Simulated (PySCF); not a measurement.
Be (beryllium, neutral) across methods

[He] 2s1 2p1, 2s spin antiparallel (an excited configuration). Calculation: PySCF 2.14, in cc-pVTZ; the non-relativistic Hamiltonian (point nucleus).

| method | E (hartree) | mean ε 1s α (eV) | mean ε 2s β (eV) | mean ε 2p α (eV) | Σ⟨r²⟩ (bohr²) | ⟨S²⟩ |
| --- | --- | --- | --- | --- | --- | --- |
| PBEsol | -14.4127 | -106.55 | -6.166 | -2.653 | 20.11 | 1.000 |
| UHF | -14.44463 | -129.81 | -9.437 | -4.771 | 21.17 | 1.000 |
| TPSSh | -14.5473 | -111.11 | -6.680 | -3.113 | 19.71 | 1.000 |
| LDA | -14.3249 | -105.90 | -6.141 | -2.647 | 20.13 | 1.000 |
| r2SCAN | -14.5336 | -109.82 | -6.491 | -2.893 | 20.07 | 1.000 |
| BHandHLYP | -14.5366 | -119.02 | -7.885 | -3.939 | 19.95 | 1.000 |
| PBE0 | -14.5129 | -113.08 | -7.167 | -3.399 | 19.97 | 1.000 |
| PBE | -14.5103 | -107.31 | -6.223 | -2.729 | 19.85 | 1.000 |
| TPSS | -14.5502 | -108.97 | -6.321 | -2.856 | 19.65 | 1.000 |

With the s spin flipped the determinant is a mixture of two multiplicities, not a spectroscopic state.
